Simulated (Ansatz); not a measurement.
`F[CH2][Al]([SiH3])[SiH3]` + `N=C(O)[SiH3]` → `N=C([SiH3])O[SiH3]` + `F[CH2][AlH][SiH3]`  (cleavage of the Si–Al bond)

Gas-phase electronic energies from Ansatz, PBE0-D4/def2-TZVP geometries. CCSD(T)/CBS is the MP2 limit (def2-TZVPP, def2-QZVPP) plus CCSD(T) − MP2 in def2-TZVPP, frozen cores. Functionals use def2-TZVPP. One conformer a species, not always the lowest.

```tsv
level	ΔE (eV)
PBE-D4	-0.49
PBE0-D4	-0.56
ωB97M-V	-0.80
PBE	-0.46
PBE0	-0.54
MP2/def2-TZVPP	-0.85
SCS-MP2/def2-TZVPP	-0.88
HF/CBS(def2)	-0.96
```

**Question.** What does CCSD(T)/CBS give? (Best estimate.)

**Answer.** Computed: -0.75 eV. The listed levels differ from it by 0.26, 0.19, -0.05, 0.29, 0.21, -0.10, -0.13, -0.21 eV.

Largest T1 diagnostic among the species: 0.014.

In def2-TZVPP, CCSD(T) changes the Hartree–Fock value by +0.19 eV (the triples alone add +0.02 eV) and MP2 by +0.09 eV. The D4 term adds −0.04 eV with B3LYP and −0.02 eV with PBE0; it sums over pairs of atoms, weighted by their polarisabilities, and B3LYP, whose exchange is more repulsive, gets the larger term.

B3LYP here is the variant with VWN-RPA as its local correlation; programs differ in this.
